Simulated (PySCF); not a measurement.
C6H11B3: core ionisation energies

C₆H₁₁B₃.
Numbering: `[CH3:1][B:2]([CH3:3])[B:4]1[CH:5]=[CH:6][BH:7][CH:8]=[CH:9]1`

Theory: delta-SCF UKS SCAN, pcX-2 on the ionised atom, pcseg-1 elsewhere, spin-free X2C in PySCF. Binding energies are ΔSCF values: E(core-ionised, relaxed orbitals) − E(ground state) at a fixed geometry, referred to the vacuum level.

Problem. Give the core binding energies atom by atom.

Solution. 
| atom(s) | bonded to | level | binding energy (eV) | above the level's lowest (eV) | count |
| --- | --- | --- | --- | --- | --- |
| B4 | 2 C and B | B 1s | 194.79 | 0.00 | 1 |
| B2 | 2 C and B | B 1s | 195.03 | +0.24 | 1 |
| C6/C8 | C (double bond), H and B | C 1s | 289.53 | 0.00 | 2 |
| C5/C9 | C (double bond), H and B | C 1s | 289.83 | +0.30 | 2 |
| C1/C3 | 3 H and B | C 1s | 290.00 | +0.47 | 2 |

The 2 B 1s values lie within 0.24 eV of each other; Gaussian lines of 0.5 eV full width would blend them into one maximum.

The listed C 1s values span 0.47 eV, from C6/C8 (bonded to C (double bond), H and B) to C1/C3 (bonded to 3 H and B). Summing the Pauling electronegativity differences to the bonded atoms, each weighted by its formal bond order, gives -0.86 for the lowest site and -1.56 for the highest; the largest sum, -0.86, belongs to C5/C9, 0.17 eV below the top. The smallest sum, -1.56, belongs to C1/C3, 0.47 eV above the lowest.

Problem. Which photon energy gives electrons from B 1s of B4 a kinetic energy of 50 eV, and what is their de Broglie wavelength?

Solution. hν = 194.79 + 50 = 244.79 eV, recoil neglected; λ = 12.264 Å/√(E/eV) = 1.73 Å.

Topologically equivalent atoms share the value of their first member; where this conformer doesn't relate them by symmetry, their own values could differ. The list is incomplete; no value stands for B 1s of B7 (hole states with ⟨S²⟩ of 1 or more are left out). Geometry: PBE0-D3(BJ)/def2-SVP, one conformer, isolated molecule.

Shape of the structure used: `[CH3:1][B:2]([CH3:3])[B:4]1[CH:5]=[CH:6][BH:7][CH:8]=[CH:9]1`: C1–B2–B4–C5 -78°.
